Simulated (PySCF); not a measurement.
Si(H)3(Et) (C₂H₈Si), SMILES C(C)[SiH3].

Geometry: PBE0-D3(BJ)/def2-SVP.

All values below come from PBE0-D3(BJ)/def2-SVP (PySCF).

Frequencies are harmonic and unscaled.

| mode | ν (cm⁻¹) | IR (km/mol) | moving atoms (share of kinetic energy) |
|---|---|---|---|
| 1 | 148 | 0.0 | H 92 %, C 8 % |
| 2 | 221 | 0.2 | H 90 %, C 9 % |
| 3 | 231 | 0.3 | C 46 %, H 39 %, Si 15 % |
| 4 | 509 | 6.1 | H 96 % |
| 5 | 600 | 18.1 | H 60 %, Si 22 %, C 18 % |
| 6 | 698 | 27.1 | H 45 %, C 36 %, Si 19 % |
| 7 | 764 | 44.5 | H 81 %, C 14 % |
| 8 | 925 | 219.5 | H 90 %, Si 10 % |
| 9 | 944 | 42.6 | H 97 % |
| 10 | 948 | 48.8 | H 96 % |
| 11 | 985 | 1.8 | H 78 %, C 22 % |
| 12 | 988 | 9.8 | H 83 %, C 15 % |
| 13 | 1067 | 9.4 | C 66 %, H 33 % |
| 14 | 1249 | 2.2 | H 80 %, C 20 % |
| 15 | 1257 | 1.3 | H 60 %, C 39 % |
| 16 | 1395 | 2.3 | H 81 %, C 19 % |
| 17 | 1430 | 4.2 | H 90 %, C 10 % |
| 18 | 1473 | 4.9 | H 96 % |
| 19 | 1477 | 8.4 | H 97 % |
| 20 | 2219 | 70.2 | H 98 % |
| 21 | 2220 | 126.7 | H 96 % |
| 22 | 2226 | 128.0 | H 96 % |
| 23 | 3049 | 29.2 | H 97 % |
| 24 | 3058 | 8.8 | H 94 % |
| 25 | 3110 | 1.7 | H 91 %, C 9 % |
| 26 | 3139 | 18.2 | H 91 %, C 9 % |
| 27 | 3143 | 19.8 | H 91 %, C 9 % |
